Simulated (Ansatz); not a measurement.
Mulliken charges of GeH$_{5}$NOSi (`N[SiH]1[O][GeH2]1`) from PBE/def2-TZVPP in Ansatz (PBE0-D4/def2-TZVP geometry).

| atom | x (Å) | y (Å) | z (Å) | charge (e) |
| --- | --- | --- | --- | --- |
| N1 | -0.854 | 1.636 | 0.074 | -0.367 |
| Si2 | 0.313 | 0.500 | -0.370 | 0.415 |
| O3 | 1.135 | -0.248 | 0.820 | -0.419 |
| Ge4 | 0.276 | -1.752 | 0.002 | 0.156 |
| H5 | -1.491 | 1.509 | 0.842 | 0.166 |
| H6 | -1.113 | 2.396 | -0.533 | 0.159 |
| H7 | 1.041 | 1.076 | -1.525 | -0.075 |
| H8 | 1.371 | -2.751 | -0.423 | -0.016 |
| H9 | -0.590 | -2.412 | 1.095 | -0.018 |

By hand: the dipole of these point charges (1 e Å = 4.8032 D).

Σ q r = (-0.503, 0.076, -0.368) e Å, of length 0.628 e Å = 3.02 D.

How does the dipole of the full density compare? (An estimate is asked.)

The calculation gave: (-0.459, 0.277, -0.216) e Å, 2.78 D; the point charges give 1.09 times that, at 24° from its direction.

Point charges leave out the atoms' own dipoles, such as those of lone pairs, and Mulliken's split depends on the basis, so the two needn't agree.
